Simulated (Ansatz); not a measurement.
`N[SiH2][GeH3]` + `BO` → `B[O][GeH3]` + `N[SiH3]` at 500 K and 1 bar (cleavage of the Ge–Si bond).

Gas-phase electronic energies from Ansatz, PBE0-D4/def2-TZVP geometries. CCSD(T)/CBS is the MP2 limit (def2-TZVPP, def2-QZVPP) plus CCSD(T) − MP2 in def2-TZVPP, frozen cores. This one scheme is used for every species. For Ge outer-core shells are correlated without core-valence functions, which leaves a few kJ/mol of doubt a bond. Scalar relativity is left out up to krypton. One conformer a species, not always the lowest.

```
        species  CCSD(T)/CBS energy (Eh)  H − E (kJ/mol)  S (J/(mol·K))
`N[SiH2][GeH3]`              -2424.12162           219.2          403.7
           `BO`               -101.80414           113.6          256.0
   `B[O][GeH3]`              -2179.12438           163.6          353.2
      `N[SiH3]`               -346.80422           161.3          303.9
```

H − E and S are ideal-gas, rigid-rotor, harmonic terms from PBE0-D4/def2-TZVP, for one conformer and one mirror image of each species. 1 Eh = 2625.50 kJ/mol, R = 8.31446 J/(mol·K).

**Question.** By hand: ΔE, ΔH, ΔS and ΔG.

**Answer.** ΔE = (-2179.12438) + (-346.80422) − (-2424.12162) − (-101.80414) = -0.00284 Eh = -7.5 kJ/mol. Δ(H − E) = 163.6 + 161.3 − 219.2 − 113.6 = -7.9, so ΔH = -15.4 kJ/mol. ΔS = 353.2 + 303.9 − 403.7 − 256.0 = -2.6 J/(mol·K). ΔG = -15.4 − 500 × (-2.6)/1000 = -14.1 kJ/mol.

**Question.** By hand: the equilibrium constant, and the temperature at which ΔG would vanish if ΔH and ΔS stayed fixed.

**Answer.** log₁₀ K = −ΔG/(RT ln 10) = 1.5. ΔG = 0 at ΔH/ΔS = 5923 K, far beyond where these terms or the molecules hold.

The number of gas molecules stays the same, so ΔS is small and ΔH decides. A doubt of 5 kJ/mol in ΔE shifts log₁₀ K by 0.5 here. Other conformers and mirror images would add mixing entropy, several J/(mol·K) or more a flexible species. These are equilibria of isolated gas molecules and say nothing of rates. Largest T1 diagnostic: 0.014 (customary marks: 0.02 for closed shells, 0.045 for open ones).
